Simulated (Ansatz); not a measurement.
Calculated with Ansatz (gas phase, PBE0-D4/def2-TZVP geometries, no zero-point term in ΔE). CCSD(T)/CBS is the MP2 limit (def2-TZVPP, def2-QZVPP) plus CCSD(T) − MP2 in def2-TZVPP, frozen cores. This one scheme is used for every species. DFT in def2-TZVPP. B3LYP here is the variant with VWN-RPA as its local correlation; programs differ in this. For Ti outer-core shells are correlated without core-valence functions, which leaves a few kJ/mol of doubt a bond. Scalar relativity is left out up to krypton. Each species was taken in one conformer, which may not be the lowest.

Reaction (ligand exchange at a Ti–O bond): `[OH][Ti]([SH])([SH])[SH]` + HCl → `[SH][Ti]([SH])([SH])[Cl]` + H₂O

```
             level  ΔE (kcal/mol)  difference from CCSD(T)/CBS
           PBE0-D4           -6.3                          0.7
          B3LYP-D4           -5.6                          1.4
               PBE           -5.6                          1.4
SCS-MP2/def2-TZVPP           -7.4                         -0.4
   CCSD/def2-TZVPP           -3.8                          3.2
CCSD(T)/def2-TZVPP           -5.5                          1.5
    MP2/def2-QZVPP          -10.3                         -3.3
SCS-MP2/def2-QZVPP           -8.3                         -1.3
      HF/CBS(def2)           -2.9                          4.1
     MP2/CBS(def2)          -10.8                         -3.8
       CCSD(T)/CBS           -7.0                            0
```

Largest T1 diagnostic among the species: 0.028, so the coupled-cluster value is less sure than usual.

The D4 term adds −0.9 kcal/mol with B3LYP and −0.5 kcal/mol with PBE0; it sums over pairs of atoms, weighted by their polarisabilities, and B3LYP, whose exchange is more repulsive, gets the larger term. In def2-TZVPP, CCSD(T) changes the Hartree–Fock value by −2.9 kcal/mol (the triples alone add −1.7 kcal/mol) and MP2 by −6.8 kcal/mol.
